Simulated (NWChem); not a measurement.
C$_{2}$H$_{8}$N cation; SMILES C[NH2+]C

```xyz
11

C     -1.2541     0.0000     0.2787
N      0.0000     0.0000    -0.5237
C      1.2541     0.0000     0.2787
H     -2.1167     0.0000    -0.3991
H     -1.2705    -0.8979     0.9087
H     -1.2705     0.8979     0.9087
H      0.0000     0.8154    -1.1504
H      0.0000    -0.8154    -1.1504
H      2.1167     0.0000    -0.3991
H      1.2705     0.8979     0.9087
H      1.2705    -0.8979     0.9087
```
Atoms are numbered in this order, from 1.

Level: PBE0/def2-SVP (NWChem), optimised geometry, unscaled harmonic frequencies. 

| frequency (cm⁻¹) | IR intensity (km/mol) |
|---|---|
| 209 | 0.0 |
| 275 | 1.7 |
| 390 | 0.1 |
| 822 | 22.3 |
| 897 | 4.2 |
| 1024 | 0.0 |
| 1030 | 29.7 |
| 1090 | 0.0 |
| 1241 | 0.7 |
| 1265 | 0.0 |
| 1379 | 0.0 |
| 1419 | 18.4 |
| 1429 | 1.9 |
| 1457 | 3.2 |
| 1469 | 0.0 |
| 1478 | 45.2 |
| 1482 | 54.2 |
| 1484 | 27.9 |
| 1637 | 51.5 |
| 3098 | 0.1 |
| 3099 | 0.0 |
| 3224 | 4.1 |
| 3224 | 1.3 |
| 3225 | 3.7 |
| 3225 | 0.0 |
| 3450 | 71.8 |
| 3499 | 111.5 |

```json
{
  "zero_point_energy": "67.9 kcal/mol",
  "thermal correction to the enthalpy at 298.15 K (with zero-point energy)": "71.3 kcal/mol",
  "heat capacity Cv": "14.2 cal/(mol K)",
  "entropy at 298.15 K and 1 atm (symmetry number 2)": "63.9 cal/(mol K)"
}
```

Rigid rotor and harmonic oscillator.
